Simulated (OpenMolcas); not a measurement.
Computed levels of 3s² 3p in ions with 13 electrons, in cm-1 above ²P°_1/2.

- Program: OpenMolcas 26.06
- Method: CASSCF
- Basis: ANO-R3
- Scalar Hamiltonian: X2C, finite nucleus
- Spin-orbit coupling: RASSI with atomic mean-field integrals over the reference wave functions, term energies averaged over their components

Active space for each ion: 1 electron in 3 orbitals (3p).

| Level | Al | Si+ | P2+ | Cl4+ | Ar5+ |
| --- | --- | --- | --- | --- | --- |
| ²P°_3/2 | 93.1 | 253 | 504 | 1383 | 2073 |

Estimate ²P°_3/2 for S3+ from its neighbours P2+ and Cl4+.

²P°_3/2 is fine structure, which grows about as the fourth power of a screened charge, so the fourth roots are averaged: ((504^0.25 + 1383^0.25) / 2)^4 = 862. The calculation gives 870, so the estimate is off by -0.9 %; the measured value is 951 (NIST levels in Podobedova, Kelleher and Wiese, J. Phys. Chem. Ref. Data 38, 171 (2009)).

With one active electron the reference holds no correlation, so core polarisation is missing. Measured partners are found by configuration, term and J. A level has none where our copy of the source lacks it or the pairing is in doubt (some pairs that miss far off the trend of their configuration count as doubtful), and it then counts in no deviation. Levels of configurations outside the active space are missing.

° marks odd parity.
